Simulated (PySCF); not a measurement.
Vertical excitations of a molecule C2H11NSi2 from TDA-PBE/def2-SVPD run with PySCF, as energy in eV (oscillator strength): 5.14 (0.002), 5.60 (0.017), 5.84 (0.032), 6.11 (0.022), 6.31 (0.014), 6.50 (0.014), 6.63 (0.005), 6.78 (0.028), 7.07 (0.014), 7.19 (0.039). Lowest triplet (TDA): 4.95 eV. Coordinates come from a PBE0-D3(BJ)/def2-SVP optimisation. One conformer was computed; it need not be the lowest.

Question: Which structure fits?
(A) NC[SiH2]C[SiH3]
(B) C[SiH2]N(C)[SiH3]
(C) C[SiH](C)N[SiH3]
(D) C[SiH2][Si@H](C)N

Answer: B, C[SiH2]N(C)[SiH3]
